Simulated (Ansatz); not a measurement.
Consider the formal exchange of groups at the Se–B bond: `C[Se]B1CO1` + `[SiH3]Cl` → `C[Se][SiH2]Cl` + `B1CO1`.

Calculated with Ansatz (gas phase, PBE0-D4/def2-TZVP geometries, no zero-point term in ΔE). CBS: MP2 limit from def2 TZ/QZ plus the TZ coupled-cluster correction, frozen cores. This one scheme is used for every species. For Se outer-core shells are correlated without core-valence functions, which leaves a few kJ/mol of doubt a bond. Scalar relativity is left out up to krypton. Each species was taken in one conformer, which may not be the lowest.

`C[Se]B1CO1`:

Cartesian coordinates in Å:
```
C -0.689 -1.682 0.713
Se -0.152 -1.338 -1.136
B 0.363 0.480 -0.935
C 0.619 1.803 -0.250
O 0.843 1.475 -1.688
H -0.953 -2.737 0.765
H -1.551 -1.072 0.968
H 0.142 -1.476 1.383
H 1.543 2.008 0.283
H -0.165 2.539 -0.103
```

`[SiH3]Cl`:

```xyz
5

Si   -0.040   -0.063   -0.105
Cl    0.596    0.945    1.567
H     0.368    0.707   -1.302
H    -1.514   -0.186   -0.047
H     0.590   -1.403   -0.113
```

`C[Se][SiH2]Cl`:

Cartesian coordinates in Å:
```
C -0.782 -1.395 -0.121
Se -0.198 -0.337 1.420
Si 0.838 1.277 0.245
Cl -0.467 2.355 -0.930
H -1.313 -2.255 0.283
H 0.079 -1.731 -0.695
H -1.455 -0.806 -0.741
H 1.463 2.192 1.226
H 1.834 0.700 -0.687
```

`B1CO1`:

Cartesian coordinates in Å:
```
B 0.166 0.541 -0.660
C 0.013 -0.321 0.571
O -0.809 -0.359 -0.683
H 0.601 1.370 -1.383
H -0.561 -0.002 1.436
H 0.590 -1.229 0.720
```

```
             level  ΔE (kcal/mol)
   CCSD/def2-TZVPP            0.7
CCSD(T)/def2-TZVPP            0.8
```

Question: What does CCSD(T)/CBS give? (Best estimate.)

Answer: Computed: -1.1 kcal/mol. The listed levels differ from it by 1.8, 1.9 kcal/mol.

Largest T1 diagnostic among the species: 0.016.

The D4 term adds −1.0 kcal/mol with B3LYP and −0.5 kcal/mol with PBE0; it sums over pairs of atoms, weighted by their polarisabilities, and B3LYP, whose exchange is more repulsive, gets the larger term.

B3LYP here is the variant with VWN-RPA as its local correlation; programs differ in this.
